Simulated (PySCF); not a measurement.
CH4AlBrO, SMILES [CH3][Al]([OH])[Br].

Geometry optimised at TPSSh-D3(BJ)/def2-SVP. The structure was generated by enumeration; whether it is a known compound was not checked. The values are those of a single conformer.

Method: TPSSh-D3(BJ)/def2-SVP (PySCF).

Frequencies are harmonic and unscaled.

```csv
mode,ν (cm⁻¹),IR (km/mol),moving atoms (share of kinetic energy)
1,41,0.2,H 98 %
2,139,4.6,"C 35 %, H 25 %, Al 18 %, Br 12 %, O 10 %"
3,186,12.7,"O 52 %, H 18 %, Br 15 %, C 8 %"
4,196,12.5,"Al 62 %, H 19 %, O 12 %"
5,370,31.1,"Al 41 %, Br 26 %, C 14 %, O 11 %"
6,395,143.9,"H 88 %, O 11 %"
7,581,155.4,"H 79 %, O 15 %"
8,646,47.2,"C 37 %, Al 28 %, H 24 %, O 11 %"
9,668,34.2,"H 76 %, C 18 %"
10,715,172.2,"H 64 %, C 20 %, Al 14 %"
11,888,98.4,"Al 45 %, O 45 %, H 9 %"
12,1232,13.9,"H 79 %, C 20 %"
13,1444,1.1,H 96 %
14,1444,2.4,H 95 %
15,3025,3.2,H 97 %
16,3111,3.8,"H 91 %, C 9 %"
17,3130,4.9,"H 91 %, C 9 %"
18,3883,90.3,H 94 %
```
